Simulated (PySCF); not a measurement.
C2H6N, SMILES CC[NH], multiplicity 2. Atoms are numbered in the order given.

```xyz
9

C      0.2016    -1.2125     0.0000
C     -0.4971     0.1358     0.0000
N      0.4391     1.2250     0.0000
H     -0.5215    -2.0314     0.0000
H      0.8366    -1.3107    -0.8827
H      0.8366    -1.3107     0.8827
H     -1.1695     0.2236     0.8724
H     -1.1695     0.2236    -0.8724
H     -0.1132     2.0908     0.0000
```
Charge 0, spin multiplicity 2.

Geometry optimised at r2SCAN-D4/def2-TZVP. The isomer is the one that the SMILES or the coordinates give; other isomers of the formula were not compared. Other conformers were not sampled.

Computed with TDA-M06-2X/def2-SVPD run with PySCF.

Vertical excitations. Isolated molecule, no solvent.

Computed excitation energies, oscillator strengths and character:
| state | energy (eV) | λ (nm) | f | main pairs |
|---|---|---|---|---|
| root 1 | 1.80 | 690 | 0.001 | β HOMO→LUMO 93 % |
| root 2 | 5.75 | 216 | 0.000 | β HOMO−2→LUMO 73 %, β HOMO−5→LUMO 15 % |
| root 3 | 6.85 | 181 | 0.028 | β HOMO−1→LUMO 93 % |
| root 4 | 7.01 | 177 | 0.000 | α HOMO→LUMO 76 %, α HOMO→LUMO+1 14 % |
| root 5 | 7.29 | 170 | 0.004 | β HOMO→LUMO+1 74 %, β HOMO→LUMO+2 12 % |
| root 6 | 7.54 | 164 | 0.001 | β HOMO−3→LUMO 84 % |
| root 7 | 8.01 | 155 | 0.006 | α HOMO−1→LUMO 75 %, α HOMO−1→LUMO+1 12 % |
| root 8 | 8.18 | 152 | 0.004 | α HOMO→LUMO+1 51 %, α HOMO→LUMO+2 21 %, α HOMO→LUMO 20 % |
| root 9 | 8.43 | 147 | 0.007 | β HOMO→LUMO+2 58 %, β HOMO→LUMO+1 18 %, β HOMO→LUMO+3 13 % |
| root 10 | 8.96 | 138 | 0.027 | α HOMO→LUMO+2 64 %, α HOMO→LUMO+1 28 % |
Unrestricted roots are not spin-pure.
